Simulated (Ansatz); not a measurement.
Reaction (substitution at a C–Si bond): `BSC(=C)[SiH3]` + HCl → `BSC(=C)Cl` + SiH₄

Calculated with Ansatz (gas phase, PBE0-D4/def2-TZVP geometries, no zero-point term in ΔE). CCSD(T)/CBS adds triple-zeta CCSD(T) − MP2 to the extrapolated MP2 energy (def2 sets, frozen cores). This one scheme is used for every species. Functionals use def2-TZVPP. B3LYP here is the variant with VWN-RPA as its local correlation; programs differ in this. Each species was taken in one conformer, which may not be the lowest.

`BSC(=C)[SiH3]`:

Z-matrix (Å, degrees):
```
Si
C 1 1.873
H 1 1.484 2 111.3
H 1 1.486 2 105.9 3 -119.0
H 1 1.484 2 111.3 3 122.0
S 2 1.768 1 122.7 3 -61.2
C 2 1.334 1 120.3 3 118.9
B 6 1.753 2 107.8 1 0.2
H 7 1.085 2 120.9 1 -0.0
H 7 1.087 2 122.2 1 180.0
H 8 1.191 6 115.1 2 -180.0
H 8 1.191 6 122.5 2 0.0
```

HCl:

Z-matrix (Å, degrees):
```
Cl
H 1 1.279
```

`BSC(=C)Cl`:

```xyz
9

B    -0.543    1.477   -1.460
S    -0.962    0.624    0.015
C     0.315   -0.527    0.428
C     0.174   -1.284    1.510
Cl    1.711   -0.652   -0.563
H    -1.372    2.268   -1.786
H     0.459    1.284   -2.064
H    -0.714   -1.192    2.123
H     0.933   -1.998    1.797
```

SiH₄:

```xyz
5

Si    0.000    0.000    0.000
H     1.256   -0.768    0.194
H    -0.351    0.018   -1.442
H     0.192    1.392    0.480
H    -1.096   -0.642    0.768
```

Task: Is it downhill or uphill in electronic energy at CCSD(T)/CBS, and by how much? (Best estimate.)

Result: Ansatz gave: Uphill: ΔE = +17.1 kcal/mol.

Task: What do these levels give: PBE-D4, B3LYP-D4, ωB97M-V, r2SCAN, PBE0, B3LYP, HF/def2-TZVPP, SCS-MP2/def2-TZVPP, HF/def2-QZVPP, SCS-MP2/def2-QZVPP, HF/CBS(def2), MP2/CBS(def2)? (Best estimate.)

Result: The calculation gave: PBE-D4 14.2, B3LYP-D4 15.3, ωB97M-V 16.2, r2SCAN 14.7, PBE0 14.8, B3LYP 13.9, HF/def2-TZVPP 16.2, SCS-MP2/def2-TZVPP 16.1, HF/def2-QZVPP 16.4, SCS-MP2/def2-QZVPP 16.3, HF/CBS(def2) 16.4, MP2/CBS(def2) 16.9 kcal/mol.

Largest T1 diagnostic among the species: 0.014.

The D4 term adds +1.4 kcal/mol with B3LYP and +0.8 kcal/mol with PBE0; it sums over pairs of atoms, weighted by their polarisabilities, and B3LYP, whose exchange is more repulsive, gets the larger term. From PBE to PBE0 (25 % exact exchange), in def2-TZVPP and without D4, ΔE moves by +1.5 kcal/mol.
